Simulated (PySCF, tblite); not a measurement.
Isomers of C7H7F3. Computed values, GFN2-xTB/tblite, gas phase, harmonic and unscaled. The method is semi-empirical: single wavenumbers can be off by several per cent or more. One conformer each.

Electronic energies: PBE0/pcSseg-1 single points on the GFN2-xTB geometries (PySCF, gas phase).

| SMILES | electronic energy, lowest = 0 (kcal/mol) |
| --- | --- |
| C#CC[C@H](C)C(F)=C(F)F | 34.4 |
| C=CC(=C)C(=C)C(F)(F)F | 0.0 |
| C=C1CC[C@H]1C(F)=C(F)F | 20.9 |

Q: How do GFN2-xTB zero-point energies change the relative energies?

A: 
```csv
SMILES,ZPE (kcal/mol),of it from modes above 1550 cm⁻¹,electronic (kcal/mol),"with ZPE, lowest = 0 (kcal/mol)",lowest mode (cm⁻¹),rings
C=CC(=C)C(=C)C(F)(F)F,74.8,38.4,0.0,0.0,40,0
C=C1CC[C@H]1C(F)=C(F)F,76.5,35.5,20.9,22.6,29,1
C#CC[C@H](C)C(F)=C(F)F,75.3,36.5,34.4,34.9,29,0
```

The zero-point energies span 1.7 kcal/mol, from `C=CC(=C)C(=C)C(F)(F)F` to `C=C1CC[C@H]1C(F)=C(F)F`. The order is unchanged.

Q: And how do the electronic energies of GFN2-xTB itself compare?

A: `C=CC(=C)C(=C)C(F)(F)F` 3.6; `C=C1CC[C@H]1C(F)=C(F)F` 0.0; `C#CC[C@H](C)C(F)=C(F)F` 16.5 kcal/mol, lowest = 0. Against the energies above, taken from the same isomer `C=CC(=C)C(=C)C(F)(F)F`, the largest difference is 24.5 kcal/mol.

Q: What do entropy and thermal enthalpy add at 298.15 K and 1 bar (rigid rotor, harmonic oscillator, one conformer each)?

A: 
```csv
SMILES,point group,symmetry number,S (cal/(mol K)),H − H(0) (kcal/mol),ZPE + H − H(0) − TS (kcal/mol)
C=CC(=C)C(=C)C(F)(F)F,C1,1,100.6,7.10,51.9
C=C1CC[C@H]1C(F)=C(F)F,C1,1,100.4,6.82,53.4
C#CC[C@H](C)C(F)=C(F)F,C1,1,105.0,7.59,51.6
```
